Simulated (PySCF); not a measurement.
B(Br)2(Me) (CH₃BBr₂), SMILES CB(Br)Br.

The structure is a stationary point at B3LYP-D3(BJ)/def2-SVP.

Method: PBE/def2-TZVP in PySCF.

Symmetry labels are those of the subgroup Cs that the program uses (full group Cs).

Computed valence orbital energies around the gap with their symmetry:
```json
[
 {"orbital": "HOMO−7", "symmetry": "A\"", "energy (eV)": "-10.74"},
 {"orbital": "HOMO−6", "symmetry": "A'", "energy (eV)": "-10.37"},
 {"orbital": "HOMO−5", "symmetry": "A'", "energy (eV)": "-9.56"},
 {"orbital": "HOMO−4", "symmetry": "A\"", "energy (eV)": "-9.03"},
 {"orbital": "HOMO−3", "symmetry": "A'", "energy (eV)": "-8.23"},
 {"orbital": "HOMO−2", "symmetry": "A\"", "energy (eV)": "-7.43"},
 {"orbital": "HOMO−1", "symmetry": "A'", "energy (eV)": "-7.30"},
 {"orbital": "HOMO", "symmetry": "A\"", "energy (eV)": "-6.94"},
 {"orbital": "LUMO", "symmetry": "A'", "energy (eV)": "-2.48"},
 {"orbital": "LUMO+1", "symmetry": "A'", "energy (eV)": "-0.18"},
 {"orbital": "LUMO+2", "symmetry": "A'", "energy (eV)": "0.34"},
 {"orbital": "LUMO+3", "symmetry": "A\"", "energy (eV)": "0.90"}
]
```
